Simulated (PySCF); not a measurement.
C5H6Se, SMILES C#C[C@H]1C[C@H]1[SeH].

Geometry: PBE0-D3(BJ)/def2-SVP. The structure was generated by enumeration; whether it is a known compound was not checked. One conformer was computed; it need not be the lowest.

Method: TDDFT-LC-ωPBE/def2-SVPD in PySCF.

Vertical excitations. 

List the lowest excited states. (The exact figures need the calculation; the answer reports its results.)


| state | energy (eV) | λ (nm) | f | main pairs |
|---|---|---|---|---|
| S1 | 5.10 | 243 | 0.000 | HOMO→LUMO 37 %, HOMO→LUMO+1 15 %, HOMO→LUMO+2 15 %, HOMO→LUMO+3 11 % |
| S2 | 6.15 | 202 | 0.026 | HOMO→LUMO+1 46 %, HOMO→LUMO 28 %, HOMO→LUMO+10 9 % |
| S3 | 6.30 | 197 | 0.000 | HOMO−1→LUMO+7 25 %, HOMO−2→LUMO+5 10 %, HOMO−1→LUMO+3 7 %, HOMO−1→LUMO+1 5 % |
| S4 | 6.69 | 185 | 0.006 | HOMO−1→LUMO+7 22 %, HOMO−2→LUMO+5 11 %, HOMO−1→LUMO+5 6 %, HOMO−1→LUMO+3 6 % |
| S5 | 6.73 | 184 | 0.003 | HOMO−2→LUMO+7 17 %, HOMO−2→LUMO+5 14 %, HOMO−1→LUMO+5 12 %, HOMO−2→LUMO+4 8 % |
| S6 | 7.29 | 170 | 0.104 | HOMO→LUMO+1 23 %, HOMO→LUMO+2 23 %, HOMO→LUMO+3 22 %, HOMO→LUMO 8 % |
| S7 | 7.51 | 165 | 0.024 | HOMO→LUMO+2 50 %, HOMO→LUMO+3 37 % |
| S8 | 7.77 | 160 | 0.041 | HOMO−1→LUMO 16 %, HOMO→LUMO+10 13 %, HOMO−3→LUMO 8 %, HOMO−1→LUMO+1 8 % |
| S9 | 7.96 | 156 | 0.120 | HOMO→LUMO+10 14 %, HOMO→LUMO+6 13 %, HOMO−1→LUMO 8 %, HOMO→LUMO+3 5 % |
| S10 | 8.00 | 155 | 0.044 | HOMO−1→LUMO+1 31 %, HOMO−1→LUMO+4 17 %, HOMO→LUMO+4 11 % |
| T1 | 4.58 | 271 | 0 | HOMO→LUMO 36 %, HOMO→LUMO+2 14 %, HOMO→LUMO+1 13 %, HOMO→LUMO+3 11 % |
| T2 | 5.08 | 244 | 0 | HOMO−1→LUMO+5 23 %, HOMO−2→LUMO+7 17 %, HOMO−1→LUMO+6 8 %, HOMO−1→LUMO+4 6 % |
| T3 | 5.53 | 224 | 0 | HOMO→LUMO+1 31 %, HOMO→LUMO 20 %, HOMO→LUMO+10 19 % |
| T4 | 5.62 | 220 | 0 | HOMO−2→LUMO+7 20 %, HOMO−1→LUMO+5 15 %, HOMO−1→LUMO+6 8 % |
Triplets are in the Tamm–Dancoff approximation, which puts them higher than full response would, so one can lie above its singlet here.
